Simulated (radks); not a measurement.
Problem. Ta40+, configuration [Ar] 3d10 4s2 4p3. All-electron calculation, Dirac Kohn-Sham, PBEsol, spin-unpolarised, spherical densities, finite nucleus; open shells fill j = l - 1/2 first; Fermi nuclear charge, rms radius 5.3507 fm. Program: a radial shooting solver on a logarithmic mesh with Libxc functionals. Some entries of the table are withheld. Estimate them.

orbital  occ.  eigenvalue (eV)  <r^2> (bohr^2)
1s1/2       2        -69075.91       0.0004791
2s1/2       2        -13375.74        0.007302
2p1/2       2        -12873.02             (1)
2p3/2       4        -11600.66             (2)
3s1/2       2        -4399.512         0.04648
3p1/2       2        -4179.669         0.04252
3p3/2       4        -3896.199         0.04859
3d3/2       4              (3)         0.03736
3d5/2       6              (4)         0.03900
4s1/2       2        -2070.773          0.1855
4p1/2       2              (5)             (6)
4p3/2       1              (7)             (8)
4d3/2       0              (9)          0.1922
4d5/2       0             (10)          0.1973
5s1/2       0        -1201.982          0.5293

Solution. 
(1) 2p1/2 <r^2> (bohr^2): 0.005220
(2) 2p3/2 <r^2> (bohr^2): 0.006415
(3) 3d3/2 eigenvalue (eV): -3531.487
(4) 3d5/2 eigenvalue (eV): -3468.954
(5) 4p1/2 eigenvalue (eV): -1976.931
(6) 4p1/2 <r^2> (bohr^2): 0.1836
(7) 4p3/2 eigenvalue (eV): -1885.507
(8) 4p3/2 <r^2> (bohr^2): 0.2018
(9) 4d3/2 eigenvalue (eV): -1735.244
(10) 4d5/2 eigenvalue (eV): -1715.277
